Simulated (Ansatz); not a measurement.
`NB1CO1` and `BB1CO1` differ in one atom or group.

Ansatz, PBE0-D4/def2-TZVP geometries, multiplicity 1. Each molecule was computed in one conformer, which needn't be the lowest.

```json
{"property": "HOMO energy (PBE0/def2-TZVPP) / eV", "`NB1CO1`": "-7.83"}
{"property": "HOMO energy (ωB97M-V/def2-TZVPP) / eV", "`NB1CO1`": "-10.18"}
{"property": "LUMO energy (PBE/def2-TZVPP) / eV", "`NB1CO1`": "-0.06"}
{"property": "HOMO–LUMO gap (B3LYP/def2-TZVPP) / eV", "`NB1CO1`": "7.99"}
{"property": "HOMO–LUMO gap (ωB97M-V/def2-TZVPP) / eV", "`NB1CO1`": "12.20"}
{"property": "LUMO energy (ωB97M-V/def2-TZVPP) / eV", "`NB1CO1`": "2.02"}
```

**Question.** Give the same properties after the change, and the shifts. (Estimate.)

**Answer.** The calculation gave: 
| property | `BB1CO1` | shift |
| --- | --- | --- |
| HOMO energy (PBE0/def2-TZVPP) / eV | -7.95 | -0.12 |
| HOMO energy (ωB97M-V/def2-TZVPP) / eV | -10.20 | -0.02 |
| LUMO energy (PBE/def2-TZVPP) / eV | -3.17 | -3.11 |
| HOMO–LUMO gap (B3LYP/def2-TZVPP) / eV | 5.30 | -2.69 |
| HOMO–LUMO gap (ωB97M-V/def2-TZVPP) / eV | 9.90 | -2.30 |
| LUMO energy (ωB97M-V/def2-TZVPP) / eV | -0.30 | -2.32 |

With PBE0 the HOMO falls by 0.12 eV and the LUMO falls by 2.97 eV, so the gap narrows by about 2.85 eV. PBE moves the HOMO by -0.31 eV and ωB97M-V by -0.02 eV.

B3LYP here is the variant with VWN-RPA as its local correlation; programs differ in this.
